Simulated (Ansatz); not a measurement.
Molecule: sum formula BNH₃, net charge 1, singlet state. It need not be the lowest isomer of its formula. SMILES: B=[NH2+]
Geometry: optimised at B3LYP-D3(BJ)/def2-TZVP (Ansatz, a quantum-chemistry and plane-wave program).

Wanted: vertical triplet-singlet gap (E(triplet) - E(singlet); each state is the SCF solution reached for its spin), in kcal/mol. Valence correlation only, unless marked. Open shells are spin-unrestricted. Spin-orbit coupling is left out. Non-relativistic. CBS marks a two-point X^-3 extrapolation of the correlation energy; Hartree-Fock from the larger set.

CCSD(T)/CBS(def2-TZVPPD,def2-QZVPPD) (Ansatz) gives 133.4 kcal/mol.

Q: Another calculation gave 132.4 kcal/mol. Which level was it?
A. SVWN5/def2-TZVPD (Ansatz)
B. BHLYP/def2-TZVPD (Ansatz)
C. wB97X-V/def2-TZVPD (Ansatz)
D. CAM-B3LYP/def2-TZVPD (Ansatz)

A: C, wB97X-V/def2-TZVPD (Ansatz). The others give 128.7 (CAM-B3LYP), 136.4 (SVWN5), 124.5 (BHLYP) kcal/mol.
